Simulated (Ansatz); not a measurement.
Cu(NH3)H (CuNH4). Charge 0, multiplicity 1. Geometry r2SCAN-D4/def2-TZVP, basis def2-TZVP, Ansatz.

```json
{"run": "A", "HOMO (eV)": "-4.81", "LUMO (eV)": "-1.18"}
{"run": "B", "HOMO (eV)": "-5.66", "LUMO (eV)": "-0.33"}
{"run": "C", "HOMO (eV)": "-7.96", "LUMO (eV)": "1.02"}
{"run": "D", "HOMO (eV)": "-5.07", "LUMO (eV)": "-0.22"}
{"run": "E", "HOMO (eV)": "-5.75", "LUMO (eV)": "0.11"}
{"run": "F", "HOMO (eV)": "-4.59", "LUMO (eV)": "-1.12"}
```

Problem. The runs used LDA (SPW92), PBE, PBE0, r2SCAN0, r2SCANh, ωB97M-V. Estimate which is which.

Solution. A LDA (SPW92) (0 % exact exchange); B PBE0 (25 % exact exchange); C ωB97M-V (range-separated); D r2SCANh (10 % exact exchange); E r2SCAN0 (25 % exact exchange); F PBE (0 % exact exchange). Exact exchange lowers occupied and raises empty levels; among semilocal functionals meta-GGAs tend to open the gap a little, and such runs are hard to tell apart. The gap grows from 3.47 eV (PBE) to 8.98 eV (ωB97M-V).
